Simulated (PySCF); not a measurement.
PySCF 2.14 output of an unrestricted wB97X-V calculation on a single atom or ion in ANO-RCC-VTZP (7s6p4d2f1g, 68 functions), with scalar relativity by spin-free X2C-1e:

```
SCF conv_tol = 1e-09
number electrons alpha = 24  beta = 21
    N. Mardirossian and M. Head-Gordon.,  Phys. Chem. Chem. Phys. 16, 9904-9924 (2014)
cycle= 1 E= -4783.04987955417  delta_E= -0.0108  |g|= 0.0328  |ddm|= 0.0863
cycle= 2 E= -4783.05015792261  delta_E= -0.000278  |g|= 0.0151  |ddm|= 0.023
cycle= 3 E= -4783.05021613324  delta_E= -5.82e-05  |g|= 0.00618  |ddm|= 0.0103
cycle= 4 E= -4783.05024244148  delta_E= -2.63e-05  |g|= 0.00191  |ddm|= 0.00753
cycle= 5 E= -4783.05025760075  delta_E= -1.52e-05  |g|= 0.00106  |ddm|= 0.00818
cycle= 6 E= -4783.05026743511  delta_E= -9.83e-06  |g|= 0.00022  |ddm|= 0.0117
cycle= 7 E= -4783.05026781892  delta_E= -3.84e-07  |g|= 1.18e-05  |ddm|= 0.00274
cycle= 8 E= -4783.05026781907  delta_E= -1.46e-10  |g|= 2.67e-06  |ddm|= 2.33e-05
converged SCF energy = -4783.05026781907  <S^2> = 3.7509234  2S+1 = 4.0004617
```

The run itself started from symmetry-adapted Hartree-Fock orbitals and held the occupation by maximum overlap, on a logarithmic radial grid, so the iterations belong to that start.

Task: Which element, charge and spin multiplicity is this?

Result: Rh (rhodium, neutral), multiplicity 4; the state was [Kr] 4d8 5p1, one real determinant (an excited configuration).

⟨L²⟩ = 14.03 against 20 for a pure G term, so this real determinant mixes terms.
